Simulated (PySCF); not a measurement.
Work out the structure from these simulated measurements.

Elements present: C, H, O and Si. Monoisotopic mass: 142.0450 u.

- Rotational structure: rotational constants A, B, C: 3.198, 0.700, 0.646 GHz [PBE0-D3(BJ)/def2-SVP]
- 13C NMR: chemical shifts (computed TMS as zero) by class: 108.5 (1 C), 84.2 (1 C), 66.4 (2 C), 34.2 (1 C), 5.5 (1 C) ppm [GIAO PBE0/pcSseg-1]
- NMR, other nuclei: isotropic shieldings of nuclei other than C and H, by class: 281 (2 O), 402 (1 Si) ppm [GIAO PBE0/pcSseg-1]
- UV, first state: lowest singlet excitation: 5.75 eV (216 nm, f = 0.000) [TDDFT B3LYP/def2-SVPD]
- Triplet: lowest triplet excitation (Tamm–Dancoff): 4.85 eV [TDA B3LYP/def2-SVPD]
- Dipole: 0.90 D [B3LYP/def2-SVPD]
- Polarisability: 102.3 au [B3LYP/def2-SVPD]

Electronic properties: PySCF, gas phase, density fitting. Levels stand in brackets. Isolated species at its PBE0-D3(BJ)/def2-SVP geometry (one conformer only). NMR classes are plain means over equivalent atoms (diastereotopic ones count apart unless rotation or inversion swaps them), as if these changed places fast.

Task: Which formula fits the mass and the elements?

Result: C6H10O2Si (calculated 142.0450). No other formula that holds each of these elements comes within 0.0003 u with a fitting electron parity and a possible valence count.

Task: What is the compound? Reason from the data.

Result: Numbering: `[CH3:1][C:2]#[C:3][SiH:4]1[O:5][CH2:6][CH2:7][CH2:8][O:9]1`. Its formula, C6H10O2Si, gives 3 degrees of unsaturation: 1 ring and 2 π bonds in the structure found. 6 carbons fall into 5 classes; from least to most shielded: alkyne carbon [C2] (108.5 ppm), alkyne carbon [C3] (84.2 ppm), ring sp3 carbon bound to oxygen [C6/C8] (66.4 ppm, 2 C), ring CH2 carbon [C7] (34.2 ppm), propargylic carbon [C1] (5.5 ppm). The other shieldings belong to: 281 ppm, silyl ether oxygen [O5/O9]; 402 ppm, oxygen-bound silicon [Si4]. By its constants the optimised geometry is an asymmetric top. Structure: `CC#C[SiH]1OCCCO1`. Computed isomers that give other values at the same levels: `CC(=O)O[SiH]1CC=CC1` (static isotropic polarisability: 99.2 au). The assignments are read from this structure; whether some other isomer fits the data as well wasn't checked.
